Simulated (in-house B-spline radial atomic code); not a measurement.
F³⁺ is squeezed into an impenetrable sphere of radius R (the orbitals vanish at R). Computed with a radial B-spline atomic code at the basis-set limit: non-relativistic PBE, spin-polarised, spherical fractional occupations, point nucleus.

Energies in eV above the free ion in [He] 2s2 2p2:

| R (bohr) | highest level (eV) | [He] 2s2 2p2 | [He] 2s1 2p3 | -dE/dV in [He] 2s2 2p2 (GPa) |
| --- | --- | --- | --- | --- |
| 8.35 | -75.1 | 0 | 8.964 | 9.4e-10 |
| 6.91 | -75.1 | 0 | 8.964 | 7.21e-08 |
| 5.13 | -75.1 | 2.411e-05 | 8.964 | 0.000341 |
| 3.92 | -75.1 | 0.00414 | 8.969 | 0.0968 |
| 3.57 | -75.1 | 0.01768 | 8.983 | 0.491 |
| 3.24 | -75 | 0.06797 | 9.037 | 2.25 |
| 2.72 | -74.5 | 0.5362 | 9.513 | 24.3 |
| 2.11 | -71.4 | 5.432 | 14.28 | 388 |
| 1.72 | -63.5 | 22.57 | 30.48 | 2370 |
| 1.33 | -39.3 | 92.72 | 95.09 | 16500 |

**Question.** Does [He] 2s1 2p3 fall below [He] 2s2 2p2 under compression?

**Answer.** No, it stays above over the whole range.
